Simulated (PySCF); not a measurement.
A side-by-side comparison of computed properties.

First species: chlorine monofluoride, ClF.
Bonds: F1–Cl2.

Second species: C4H9FSi2.
InChI=1S/C4H9FSi2/c1-7-4(5)2-3-6/h4H,7H2,1,6H3/t4-/m0/s1

Levels: CAM-B3LYP/def2-SVPD for dipole moment, HOMO energy, LUMO energy, HOMO–LUMO gap, static isotropic polarisability and electronic spatial extent ⟨r²⟩ about the centre of nuclear charge; TDDFT CAM-B3LYP/def2-SVPD for lowest singlet excitation; TDA CAM-B3LYP/def2-SVPD for lowest triplet excitation (Tamm–Dancoff); GFN2-xTB for smallest rotational constant. Geometries: GFN2-xTB. Each species is one conformer at its optimised geometry, gas phase, non-relativistic unless stated. Electronic properties by PySCF.

Dipoles, sizes and rotational constants follow the conformer. The torsions of the flexible species, by atom-mapped SMILES:
- `[CH3:1][SiH2:2][C@H:3]([F:4])[C:5]#[C:6][SiH3:7]`: C1–Si2–C3–F4 180°

Values for the first species:

```
Dipole moment                                                     : 1.14 D
HOMO energy                                                       : -11.27 eV
LUMO energy                                                       : -2.64 eV
HOMO–LUMO gap                                                     : 8.63 eV
Lowest singlet excitation                                         : 3.65 eV
Lowest triplet excitation (Tamm–Dancoff)                          : 2.58 eV
Static isotropic polarisability                                   : 18.4 au
Electronic spatial extent ⟨r²⟩ about the centre of nuclear charge : 98 bohr²
Smallest rotational constant                                      : 14.517 GHz
```

(1) Estimate the same properties for the second species, and the change in each.

## Answers

(1) 
```json
{"property": "dipole moment", "first": "1.14 D", "second": "2.41 D", "second less first": "+1.27 D"}
{"property": "HOMO energy", "first": "-11.27 eV", "second": "-8.92 eV", "second less first": "+2.35 eV"}
{"property": "LUMO energy", "first": "-2.64 eV", "second": "0.45 eV", "second less first": "+3.09 eV"}
{"property": "HOMO–LUMO gap", "first": "8.63 eV", "second": "9.37 eV", "second less first": "+0.74 eV"}
{"property": "lowest singlet excitation", "first": "3.65 eV", "second": "5.33 eV", "second less first": "+1.68 eV"}
{"property": "lowest triplet excitation (Tamm–Dancoff)", "first": "2.58 eV", "second": "4.85 eV", "second less first": "+2.27 eV"}
{"property": "static isotropic polarisability", "first": "18.4 au", "second": "103.0 au", "second less first": "+84.6 au"}
{"property": "electronic spatial extent ⟨r²⟩ about the centre of nuclear charge", "first": "98 bohr²", "second": "1774 bohr²", "second less first": "+1676 bohr²"}
{"property": "smallest rotational constant", "first": "14.517 GHz", "second": "0.631 GHz", "second less first": "-13.886 GHz"}
```

On the first: The principal polarisabilities are 15.9, 15.9 and 23.4 au; their mean is the isotropic value. The dipole matches unit charges of opposite sign 0.24 Å apart (1 e·Å = 4.8032 D).

On the second: The vertical singlet–triplet gap S1 − T1 is 0.48 eV (TDDFT singlet less Tamm–Dancoff triplet; S1: HOMO→LUMO, weight 0.84; T1: HOMO→LUMO, weight 0.35, beside HOMO−1→LUMO, weight 0.35). No computed singlet falls in the visible range (750 to 380 nm, 1.65 to 3.26 eV); S1 lies 2.07 eV above its blue end.
